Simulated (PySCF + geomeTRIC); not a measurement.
Method: r2SCAN-D4/def2-TZVP run with PySCF + geomeTRIC. fastk is a local helper that only speeds up exchange builds. No frequencies were computed at this level.

```python
import json, numpy as np
from pyscf import gto, dft
from fastk import lowrank_exchange
atoms = """
B      2.307228     0.370251    -0.205289
C      0.791943     0.111840    -0.069075
C      0.228933    -1.123422    -0.048288
Si    -1.648455    -1.016180     0.126876
C     -1.483088     0.858518     0.159033
C     -0.194745     1.199077     0.048995
H      3.044653    -0.535445    -0.280169
H      2.727108     1.462705    -0.235476
H      0.833514    -2.012607    -0.126534
H     -2.137926    -1.595501     1.378895
H     -2.361637    -1.534677    -1.041523
H     -2.265732     1.594079     0.249944
H      0.158206     2.221363     0.042612
"""
def scf(charge, spin, dm0=None):
    mol = gto.M(atom=atoms, basis='def2-tzvp', ecp={}, charge=charge, spin=spin, verbose=3, max_memory=5040)
    mf = dft.KS(mol, xc='r2scan').density_fit(auxbasis="def2-universal-jkfit")
    mf.disp = 'd4'
    mf.grids.level = 4
    mf.conv_tol = 1e-8
    mf.max_cycle = 60
    mf.kernel(dm0)
    if not mf.converged:
        mf = mf.newton().run(mf.mo_coeff, mf.mo_occ).undo_soscf()
    return mf
mf = scf(0, 0)
from pyscf.geomopt.geometric_solver import kernel as optimize
path = []
done, mol = optimize(mf, maxsteps=80, assert_convergence=False, callback=lambda env: path.append((env["energy"], bool(env["g_scanner"].converged))))
res = dict(converged=bool(done and path[-1][1]), energy=path[-1][0], path=[e for e, c in path], xyz=mol.atom_coords(unit="Angstrom").tolist(), nao=mol.nao)
json.dump(res, open("result.json", "w"))
```

Output:

```
converged SCF energy = -470.846104346176
Geometry optimization cycle 1
converged SCF energy = -470.84610433927
cycle 1: E = -470.846104339  dE = -470.846  norm(grad) = 0.0457331
Geometry optimization cycle 2
converged SCF energy = -470.847832556318
cycle 2: E = -470.847832556  dE = -0.00172822  norm(grad) = 0.0278337
Geometry optimization cycle 3
converged SCF energy = -470.849345489794
cycle 3: E = -470.84934549  dE = -0.00151293  norm(grad) = 0.00610556
Geometry optimization cycle 4
converged SCF energy = -470.849398233826
cycle 4: E = -470.849398234  dE = -5.2744e-05  norm(grad) = 0.00508745
Geometry optimization cycle 5
converged SCF energy = -470.849462922738
cycle 5: E = -470.849462923  dE = -6.46889e-05  norm(grad) = 0.00160124
Geometry optimization cycle 6
converged SCF energy = -470.849466759021
cycle 6: E = -470.849466759  dE = -3.83628e-06  norm(grad) = 0.000755637
Geometry optimization cycle 7
converged SCF energy = -470.84946961717
cycle 7: E = -470.849469617  dE = -2.85815e-06  norm(grad) = 0.000192696
Geometry optimization cycle 8
converged SCF energy = -470.849469777794
cycle 8: E = -470.849469778  dE = -1.60623e-07  norm(grad) = 0.000135298
<class 'geometric.internal.Distance'> : 13
<class 'geometric.internal.Angle'> : 16
<class 'geometric.internal.OutOfPlane'> : 5
<class 'geometric.internal.Dihedral'> : 28
<class 'geometric.internal.TranslationX'> : 1
<class 'geometric.internal.TranslationY'> : 1
<class 'geometric.internal.TranslationZ'> : 1
<class 'geometric.internal.RotationA'> : 1
<class 'geometric.internal.RotationB'> : 1
<class 'geometric.internal.RotationC'> : 1
Step    0 : Gradient = 1.268e-02/3.053e-02 (rms/max) Energy = -470.8461043393
Step    1 : Displace = 5.949e-02/8.548e-02 (rms/max) Trust = 1.000e-01 (=) Grad = 7.720e-03/1.704e-02 (rms/max) E (change) = -470.8478325563 (-1.728e-03) Quality = 0.401
Step    2 : Displace = 2.819e-02/4.039e-02 (rms/max) Trust = 1.000e-01 (=) Grad = 1.693e-03/3.095e-03 (rms/max) E (change) = -470.8493454898 (-1.513e-03) Quality = 0.930
Step    3 : Displace = 1.767e-02/4.342e-02 (rms/max) Trust = 1.414e-01 (+) Grad = 1.411e-03/2.920e-03 (rms/max) E (change) = -470.8493982338 (-5.274e-05) Quality = 0.346
Step    4 : Displace = 1.046e-02/2.222e-02 (rms/max) Trust = 1.414e-01 (=) Grad = 4.441e-04/7.342e-04 (rms/max) E (change) = -470.8494629227 (-6.469e-05) Quality = 0.919
Step    5 : Displace = 3.231e-03/8.496e-03 (rms/max) Trust = 2.000e-01 (+) Grad = 2.096e-04/4.049e-04 (rms/max) E (change) = -470.8494667590 (-3.836e-06) Quality = 0.449
Step    6 : Displace = 1.710e-03/5.049e-03 (rms/max) Trust = 2.000e-01 (=) Grad = 5.344e-05/8.850e-05 (rms/max) E (change) = -470.8494696172 (-2.858e-06) Quality = 0.953
Step    7 : Displace = 6.020e-04/1.308e-03 (rms/max) Trust = 2.828e-01 (+) Grad = 3.752e-05/6.163e-05 (rms/max) E (change) = -470.8494697778 (-1.606e-07) Quality = 0.281
Converged! =D
```

Cost: very roughly 16 core-minutes.
